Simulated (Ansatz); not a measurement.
Total energies of In(H2S)Cl3 (InH2SCl3) from Ansatz at PBE0-D4/def2-TZVPD, gas phase (1 Eh = 27.2114 eV = 2625.5 kJ/mol). The reference geometry is relaxed at B3LYP-D4/def2-SVP.

```xyz
7

In   -0.2123   -0.7333   -0.8275
S     0.7067    0.5555    1.4761
H     1.0161    1.6846    0.7933
H    -0.5315    1.0102    1.7872
Cl    1.8629   -1.1318   -1.8659
Cl   -1.4757    1.1248   -1.5632
Cl   -1.3663   -2.5100    0.2000
```

```tsv
state	geometry	energy (Eh)
charge 0 singlet	reference	-1969.77404
charge -1 doublet	reference	-1969.81022
free In atom (doublet)	–	-190.11403
free S atom (triplet)	–	-397.97420
free H atom (doublet)	–	-0.50104
free Cl atom (doublet)	–	-459.99797
```

In the def2 sets In takes a core potential; there is no spin–orbit coupling.

**Question.** Work out the vertical electron affinity, to the doublet.

**Answer.** E(charge 0 singlet) − E(charge -1 doublet) = -1969.77404 − (-1969.81022) = 0.03618 Eh = 0.98 eV.

**Question.** What is the binding energy per atom against free atoms?

**Answer.** Atoms: 1 × (-190.11403) + 1 × (-397.97420) + 2 × (-0.50104) + 3 × (-459.99797) = -1969.08422 Eh. Binding: -1969.08422 − (-1969.77404) = 0.68982 Eh = 18.77 eV, or 2.68 eV for each of 7 atoms (no zero-point energy, no counterpoise term).

At PBE0-D4/def2-TZVPD the highest occupied level of the charge -1 doublet lies above zero (up to 0.48 eV). By energy differences its removal costs 0.98 eV (vertical, to the charge 0 singlet, at PBE0-D4/def2-TZVPD); a positive level beside a positive removal energy at the same level points to self-interaction error.
